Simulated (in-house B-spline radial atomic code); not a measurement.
**Excitations of Te XLIII (Te42+) by several methods**

Full response, energies in eV; labels give the largest channel, * marks a mixed state, a dash one above the method's threshold, and an imaginary frequency an unstable closed-shell reference. Computed with an all-electron radial atomic-structure program (B-spline basis): linear response of the closed shell [He] 2s2 2p6 with each method's own kernel (bare exchange for TDHF, static screening on G0W0 levels for BSE, the adiabatic kernel for functionals); non-relativistic, point nucleus, no spin-orbit coupling, no double excitations, S, P, D and F terms only. Only terms of natural parity with L up to 3 were computed.

Without relativity these are model numbers for so heavy an element.

```tsv
method	2p → 3s 3P	2p → 3s 1P	2p → 3p 3S	α (bohr³)
TDHF	?	?	?	?
PBE	3915.81	3923.05	3988.60	0.000247
PBE0	?	?	?	?
wB97X	3931.45	3938.34	4004.73	0.0002464
B97-1	3924.71	3931.83	3996.93	0.0002466
PBEsol	3916.85	3924.04	3988.97	0.0002471
```

(1) What does PBE0 give?

(2) What does TDHF give?

## Answers

(1) 2p → 3s 3P: 3926.22; 2p → 3s 1P: 3933.55; 2p → 3p 3S: 3997.25; α: 0.0002466 (eV, bohr³).

(2) 2p → 3s 3P: 3955.54; 2p → 3s 1P: 3963.22; 2p → 3p 3S: 4019.97; α: 0.0002454 (eV, bohr³).
